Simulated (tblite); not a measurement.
Species: C4H6BCl2Si (doublet state).
Atom-mapped SMILES: `[CH2:1]=[C:2][SiH2:3]/[CH:4]=[CH:5]\[B:6]([Cl:7])[Cl:8]` (hydrogens: H9, H10 on C1; H11, H12 on Si3; H13 on C4; H14 on C5)
Bond orders are those of one Lewis drawing.

Computed with GFN2-xTB (tblite), gas phase: L-BFGS steps from a force-field or distance-geometry start until the largest atomic force falls under 0.01 eV/Å.

Step 108: E = -641.8074 eV
```
atom  x, y, z in Å  |  force x, y, z in eV/Å
C1     -2.8892   -0.6927    0.6627    0.049  -0.024  -0.065
C2     -1.7730   -0.5433    0.0286   -0.052  -0.020   0.034
Si3    -0.6149    0.1653   -1.2045   -0.048   0.011   0.015
C4      0.6068    1.1306   -0.1243    0.015   0.012   0.024
C5      1.7512    0.7660    0.4731    0.026  -0.032   0.010
B6      2.5221   -0.5704    0.3989    0.056  -0.143  -0.013
Cl7     3.9175   -0.7769    1.4295   -0.234   0.012  -0.192
Cl8     2.1161   -1.8770   -0.6583    0.109   0.144   0.211
H9     -3.0042   -1.3966    1.4795   -0.004  -0.008   0.014
H10    -3.8026   -0.1483    0.4255    0.026   0.010   0.017
H11    -1.2495    1.1778   -2.0765    0.050   0.034   0.025
H12    -0.0749   -0.8889   -2.0477    0.013  -0.034  -0.044
H13     0.2715    2.1428    0.0788   -0.018   0.039  -0.001
H14     2.2225    1.5112    1.1126    0.012   0.000  -0.035
```

Step 109: E = -641.8102 eV
```
atom  x, y, z in Å  |  force x, y, z in eV/Å
C1     -2.8912   -0.6921    0.6700    0.050  -0.024  -0.058
C2     -1.7743   -0.5478    0.0366   -0.040  -0.022   0.030
Si3    -0.6177    0.1599   -1.1986   -0.026   0.009   0.019
C4      0.6056    1.1336   -0.1283    0.009   0.012   0.019
C5      1.7522    0.7686    0.4636    0.009  -0.004   0.012
B6      2.5199   -0.5703    0.3930    0.008   0.001   0.005
Cl7     3.8647   -0.8040    1.4654   -0.054   0.019  -0.037
Cl8     2.1736   -1.8435   -0.7048    0.007  -0.031   0.034
H9     -3.0142   -1.3997    1.4820    0.003  -0.018   0.021
H10    -3.7980   -0.1368    0.4375   -0.002   0.025   0.010
H11    -1.2464    1.1707   -2.0746    0.030   0.037   0.009
H12    -0.0758   -0.9004   -2.0336    0.006  -0.031  -0.040
H13     0.2719    2.1475    0.0712   -0.008   0.022  -0.003
H14     2.2291    1.5139    1.0985    0.007   0.005  -0.023
```

Step 110: E = -641.8127 eV
```
atom  x, y, z in Å  |  force x, y, z in eV/Å
C1     -2.8862   -0.6927    0.6670    0.056  -0.037  -0.077
C2     -1.7745   -0.5532    0.0231   -0.039  -0.018   0.049
Si3    -0.6147    0.1603   -1.2051   -0.018   0.013   0.027
C4      0.6020    1.1307   -0.1236    0.008   0.013   0.022
C5      1.7473    0.7663    0.4712    0.001  -0.011   0.014
B6      2.5137   -0.5732    0.4001    0.025   0.007  -0.006
Cl7     3.8974   -0.7822    1.4280   -0.064   0.012  -0.038
Cl8     2.1309   -1.8687   -0.6594    0.004  -0.023   0.049
H9     -3.0053   -1.3945    1.4843    0.014  -0.026   0.025
H10    -3.7961   -0.1438    0.4335   -0.013   0.041   0.005
H11    -1.2369    1.1830   -2.0703    0.013   0.042  -0.009
H12    -0.0683   -0.8885   -2.0516    0.006  -0.033  -0.036
H13     0.2660    2.1444    0.0747    0.001   0.014  -0.001
H14     2.2240    1.5118    1.1060    0.007   0.006  -0.025
```

**Question.** Estimate the geometry and energy of step 111. (The exact step hangs on the optimiser's Hessian estimate; all steps are aligned on step 110, rigid shifts and turns removed.)

**Answer.** E = -641.8130 eV, largest force 0.345 eV/Å
```
atom  x, y, z in Å  |  force x, y, z in eV/Å
C1     -2.8731   -0.6945    0.6572    0.067  -0.067  -0.125
C2     -1.7780   -0.5623   -0.0173   -0.055  -0.001   0.105
Si3    -0.6053    0.1638   -1.2239   -0.011   0.023   0.038
C4      0.5929    1.1224   -0.1099   -0.003   0.015   0.019
C5      1.7340    0.7597    0.4937    0.011  -0.055   0.018
B6      2.4985   -0.5799    0.4192    0.125  -0.128  -0.048
Cl7     3.9917   -0.7206    1.3204   -0.293  -0.027  -0.181
Cl8     2.0041   -1.9417   -0.5283    0.113   0.195   0.237
H9     -2.9739   -1.3837    1.4881    0.035  -0.027   0.016
H10    -3.7957   -0.1660    0.4267   -0.007   0.059   0.001
H11    -1.2082    1.2175   -2.0644   -0.015   0.036  -0.036
H12    -0.0475   -0.8565   -2.0979    0.010  -0.034  -0.020
H13     0.2513    2.1350    0.0855    0.013   0.009   0.009
H14     2.2084    1.5064    1.1287    0.011   0.001  -0.033
```

The energy changes by -0.0002 eV. The first-order estimate −F·Δx gives -0.0065 eV and the mean of the old and new forces, exact on a quadratic surface, +0.0027 eV. The step makes an angle of 83° with the force vector and moves no atom by more than 0.196 Å.

The cost below is that of the whole relaxation. Time: 2.2 s. Hardware: one thread, Arm Neoverse V1 (aarch64), on a shared host.
